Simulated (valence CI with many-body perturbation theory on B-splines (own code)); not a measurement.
# Sensitivity of CI+MBPT for Cl³⁺

Computed by valence CI with perturbative core correlation (CI+MBPT): four valence electrons over a frozen Dirac-Fock core [Ne], radial functions for each j: 6 s, 6 p, 5 d, 3 f, 1 g, with the one-electron correlation potential Σ1, the two-electron term Σ2, the three-electron term Σ3, Breit, model QED; selected CI, second order for the rest, scaled by the run's own slope (own B-spline code, finite nucleus).

Against 12 measured levels this calculation errs by 230 cm⁻¹ on average and by 364 at most. These come from a selection out of Moore, Atomic Energy Levels, vol. I, NSRDS-NBS 35 (1971 reprint of NBS Circular 467, 1949), an old analysis. Levels without a partner in it may be off by more.

The reference run has the lowest level 3s²3p² ³P_0 and an ionisation energy of 53.1598 eV. Its largest variational space holds 10029 state functions.

Names give the largest LS component (configuration and term), which can be under half, so a name can repeat, a term be missing and a line seem to break the LS rules; names also repeat where a configuration has a term twice.

Changed runs:
A. scale of Σ1 1 → 0.8; orbitals per symmetry with explicit Σ2 and valence Breit (the others get mean screening factors) 5 → 2
B. scale of Σ1 1 → 0.9; logarithmic knot step 0.27 → 0.33
C. averaging of valence orbitals over low configurations on → off
D. start configuration 3s2 3p2 → 3s4 (bad on purpose)

Excitation energies of the reference run in cm⁻¹, and shifts in cm⁻¹:

| Level | Reference | A | B | C |
| --- | --- | --- | --- | --- |
| 3s²3p² ³P_1 | 492 | -1.7 | -1.1 | +0.2 |
| 3s²3p² ³P_2 | 1344 | -4.9 | -2.8 | +0.3 |
| 3s²3p² ¹D_2 | 13968 | -26 | -7.8 | -1.0 |
| 3s²3p² ¹S_0 | 32899 | -26 | -14 | -2.1 |
| 3s3p³ ⁵S°_2 | 71681 | -7.3 | -21 | +5.0 |
| 3s3p³ ³D°_1 | 102659 | -65 | -35 | -1.3 |
| 3s3p³ ³D°_2 | 102696 | -66 | -35 | -1.6 |
| 3s3p³ ³D°_3 | 102779 | -66 | -35 | -1.3 |
| 3s3p³ ³P°_2 | 120332 | -77 | -41 | -1.8 |
| 3s3p³ ³P°_1 | 120348 | -76 | -41 | -1.7 |
| 3s3p³ ³P°_0 | 120350 | -76 | -41 | -1.6 |
| 3s²3p3d ¹D°_2 | 129375 | -116 | -49 | +7.4 |
| Ionisation energy (eV) | 53.1598 | -0.0563 | -0.0300 | +0.0020 |

Run D: It gave no result: a shell was given more electrons than it holds. The program said: "a valence shell holds more than 4l+2 electrons".
